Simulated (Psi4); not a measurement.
C₄H₁₁As, quintet, at the geometry of the source list (a higher spin typed on purpose: for a closed-shell molecule this is an excited state); HF/def2-SV(P) run with Psi4 1.11.

Psi4 was given this input:
```
memory 2 GB

molecule mol {
0 5
C    -0.087400    1.168800    0.761600
C     0.008200   -0.094900   -0.083600
C    -0.105000   -1.324500    0.813300
C    -1.109400   -0.107100   -1.122300
As    1.773000   -0.196900   -1.066200
H    -1.037600    1.200900    1.296900
H    -0.022600    2.058900    0.133800
H     0.717700    1.202800    1.496600
H    -0.025700   -2.240600    0.222600
H    -1.055400   -1.335100    1.343900
H     0.698400   -1.327200    1.552400
H    -1.060600   -1.016300   -1.727100
H    -1.019500    0.754200   -1.789500
H    -2.088800   -0.067000   -0.641700
H     1.818900    1.275200   -1.361100
H     2.595800    0.048900    0.170400
}

set {
  basis def2-sv(p)
  reference uhf
}

energy('scf')
print_variables()
```

What the program printed (banner, timings and long lists left out):

```
   => Loading Basis Set <=

    Name: DEF2-SV(P)
    Role: ORBITAL
    Keyword: BASIS

         ---------------------------------------------------------
                                   SCF
               by Justin Turney, Rob Parrish, Andy Simmonett
                          and Daniel G. A. Smith
                              UHF Reference
         ---------------------------------------------------------

  ==> Geometry <==

    Molecular point group: c1
    Full point group: C1

    Geometry (in Angstrom), charge = 0, multiplicity = 5:

       Center              X                  Y                   Z               Mass
    ------------   -----------------  -----------------  -----------------  -----------------
         C           -0.959213053073     1.306743010545     1.319409478817    12.000000000000
         C           -0.863613053073     0.043043010545     0.474209478817    12.000000000000
         C           -0.976813053073    -1.186556989455     1.371109478817    12.000000000000
         C           -1.981213053073     0.030843010545    -0.564490521183    12.000000000000
         AS           0.901186946927    -0.058956989455    -0.508390521183    74.921594570000
         H           -1.909413053073     1.338843010545     1.854709478817     1.007825032230
         H           -0.894413053073     2.196843010545     0.691609478817     1.007825032230
         H           -0.154113053073     1.340743010545     2.054409478817     1.007825032230
         H           -0.897513053073    -2.102656989455     0.780409478817     1.007825032230
         H           -1.927213053073    -1.197156989455     1.901709478817     1.007825032230
         H           -0.173413053073    -1.189256989455     2.110209478817     1.007825032230
         H           -1.932413053073    -0.878356989455    -1.169290521183     1.007825032230
         H           -1.891313053073     0.892143010545    -1.231690521183     1.007825032230
         H           -2.960613053073     0.070943010545    -0.083890521183     1.007825032230
         H            0.947086946927     1.413143010545    -0.803290521183     1.007825032230
         H            1.723986946927     0.186843010545     0.728209478817     1.007825032230

  Running in c1 symmetry.

  Rotational constants: A =      0.14797  B =      0.06509  C =      0.06502 [cm^-1]
  Rotational constants: A =   4435.96090  B =   1951.33750  C =   1949.37084 [MHz]
  Nuclear repulsion =  368.309166842022023

  Charge       = 0
[...]
   @DF-UHF iter  11: -2391.22608205409824   -1.01509e-06   2.32554e-06 DIIS
   @DF-UHF iter  12: -2391.22608221266046   -1.58562e-07   1.15582e-06 DIIS
   @DF-UHF iter  13: -2391.22608225962858   -4.69681e-08   6.88523e-07 DIIS
  Energy and wave function converged.

  ==> Post-Iterations <==

   @Spin Contamination Metric:   2.156406680E-02
   @S^2 Expected:                6.000000000E+00
   @S^2 Observed:                6.021564067E+00
   @S   Expected:                2.000000000E+00
   @S   Observed:                2.000000000E+00

    Orbital Energies [Eh]
    ---------------------

    Alpha Occupied:

[...]
    Alpha Virtual:

[...]
    Beta Occupied:

[...]
    Beta Virtual:

[...]
    Final Occupation by Irrep:
              A
    DOCC [    32 ]
    SOCC [     4 ]
    NA   [    36 ]
    NB   [    32 ]

  @DF-UHF Final Energy: -2391.22608225962858

   => Energetics <=

    Nuclear Repulsion Energy =            368.3091668420220230
    One-Electron Energy =               -4057.1283728862440512
    Two-Electron Energy =                1297.5931237845934447
    Total Energy =                      -2391.2260822596285834

  UHF NO Occupations:
  HONO-2 :   34  A 1.0000000
  HONO-1 :   35  A 1.0000000
  HONO-0 :   36  A 1.0000000
  LUNO+0 :   37  A 0.0045422
  LUNO+1 :   38  A 0.0025887
  LUNO+2 :   39  A 0.0015894
  LUNO+3 :   40  A 0.0005702

Computation Completed

Properties will be evaluated at   0.000000,   0.000000,   0.000000 [a0]

Properties computed using the SCF density matrix

 Multipole Moments:

 ------------------------------------------------------------------------------------
     Multipole            Electronic (a.u.)      Nuclear  (a.u.)        Total (a.u.)
 ------------------------------------------------------------------------------------

 L = 1.  Multiply by 2.5417464519 to convert [e a0] to [Debye]
 Dipole X            :         15.6789282          -17.0364245           -1.3574963
 Dipole Y            :         -2.5454128            2.4394942           -0.1059186
 Dipole Z            :        -10.1045074           10.6913987            0.5868913
 Magnitude           :                                                    1.4827192

 ------------------------------------------------------------------------------------

  Variable Map:
  ----------------------------------------------------------------------------
[...]
  Array Variable Map:
  ----------------------------------------------------------------------------
[...]
[...]
```
